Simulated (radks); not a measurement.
Problem. Charge is removed step by step from the 2p down level of neutral rubidium, starting from [He] 2s2 2p(up 3, down 3) 3s2 3p6 3d10 4s2 4p6 5s1. All-electron calculation, scalar-relativistic Kohn-Sham, PBE, spin-polarised, spherical densities, finite nucleus; open shells are filled with parallel spins first (spin-orbit coupling, left out, can overturn this in heavy ions); Fermi nuclear charge, rms radius 4.2036 fm. Program: a radial shooting solver on a logarithmic mesh with Libxc functionals. At the starting occupation the eigenvalue is -1780.2 eV. Estimate the energy to remove one whole electron from this level, the eigenvalue at the end, and how far E(n) bends from a straight line.

Solution. Delta-SCF 1822.2 eV; final eigenvalue -1867.2 eV; the deviation from the straight line is -10.872 eV at 0.5 electron removed, the largest on the grid computed. Slater's transition state (half an electron removed) gives 1823.2 eV. Integrating minus the eigenvalue over the occupation (Janak's theorem) gives 1823.4 eV. In this scalar-relativistic scheme the density is built from large components alone, so the theorem holds only approximately. The mean slope of the eigenvalue, de/dn, is 87.0 eV per electron.
